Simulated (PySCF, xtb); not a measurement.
CuI2, SMILES [I][Cu+][I] (connectivity only; charge and spin as stated), charge +1, multiplicity 3.

Harmonic wavenumbers (cm⁻¹) from xtb with GFN2-xTB at its own minimum, in rising order: 50, 50, 83, 257.

What does PBE-D3(BJ)/def2-SVP (PySCF) give at its own minimum? (An estimate is asked for; the answer gives what the named calculation found.)

48, 48, 141, 309. Paired by order, the mean absolute difference is 28 cm⁻¹ and the zero-point energies are 0.6 and 0.8 kcal/mol.
